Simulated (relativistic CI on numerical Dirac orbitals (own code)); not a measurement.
**Ir50+: sensitivity of the levels to the model**

Base calculation: Dirac-Coulomb-Breit CI, KLI orbitals optimised for each configuration, model QED (radiative potential, 1s self-energy scaled to tabulated hydrogen-like ionisation energies), unscaled Slater integrals.

Configurations in the expansion (outside the closed core [Ne]): 3s²3p⁶3d⁹, 3s²3p⁵3d¹⁰, 3s3p⁶3d¹⁰, 3s²3p⁶3d⁸4s, 3s²3p⁶3d⁸4p, 3s²3p⁴3d¹⁰4s, 3s²3p⁶3d⁸4d, 3s²3p⁴3d¹⁰4p, 3s²3p⁵3d⁹4s, 3s²3p⁶3d⁸4f, 3s²3p⁴3d¹⁰4d, 3s3p⁵3d¹⁰4s, 3s²3p⁵3d⁹4p, 3s3p⁵3d¹⁰4p, 3s²3p⁶3d⁷4s², 3s²3p⁵3d⁹4d, 3s3p⁶3d⁹4s, 3s3p⁵3d¹⁰4d, 3s²3p⁶3d⁷4s4p, 3p⁶3d¹⁰4s, 3s²3p⁵3d⁹4f, 3s²3p⁶3d⁸5s, 3s²3p⁶3d⁷4p², 3s²3p⁶3d⁷4s4d, 3s3p⁶3d⁹4p, 3s²3p⁶3d⁸5p, 3p⁶3d¹⁰4p, 3s²3p⁵3d⁸4s², 3s²3p⁶3d⁸5d, 3s²3p⁶3d⁷4p4d, 3p⁶3d¹⁰4d, 3s²3p⁶3d⁸5f, 3s3p⁶3d⁹4d, 3s²3p⁵3d⁸4s4p, 3s²3p⁶3d⁸5g, 3s²3p⁶3d⁷4d². Levels of other configurations are missing.

Variants: (1) configuration mixing switched off. Shifts of the energy above 3s²3p⁶3d⁹ ²D5/2, in eV, for the lowest level and the first level of each name with at least 55 % of one term (blank where a level changes its place among those of its configuration and J or its character, or is not in the variant):

```
             Level     Base   Δ(1)
   3s²3p⁶3d⁹ ²D5/2     0.00   0.00
   3s²3p⁶3d⁹ ²D3/2    80.96  -0.03
 3s²3p⁵3d¹⁰ ²P°3/2   486.38  +0.12
 3s²3p⁵3d¹⁰ ²P°1/2   862.99  +0.45
   3s3p⁶3d¹⁰ ²S1/2  1116.85  +1.04
 3s²3p⁶3d⁸4s ⁴F9/2  1785.29  -0.51
 3s²3p⁶3d⁸4s ²F7/2  1788.51  -0.51
 3s²3p⁶3d⁸4s ⁴F7/2  1865.41  -0.60
 3s²3p⁶3d⁸4s ⁴F5/2  1866.22  -0.55
 3s²3p⁶3d⁸4s ²G9/2  1881.24  -0.56
 3s²3p⁶3d⁸4s ²G7/2  1881.91  -0.50
 3s²3p⁶3d⁸4s ²P1/2  1883.11  -0.03
3s²3p⁶3d⁸4p ²P°1/2  1919.17  +1.28
 3s²3p⁶3d⁸4s ⁴F3/2  1951.66
```

At this charge energies of transitions that change n are usually good to better than 1 %, and those within a shell (Δn = 0) to a few per cent.

Ionisation energy from the two ground configurations alone: base 4668.36 eV. The NIST ASD value (theoretical) is 4668 eV.

LS names give the leading component of a level, which can be under half, so a name can repeat, a term be missing and a line seem to break the LS rules.
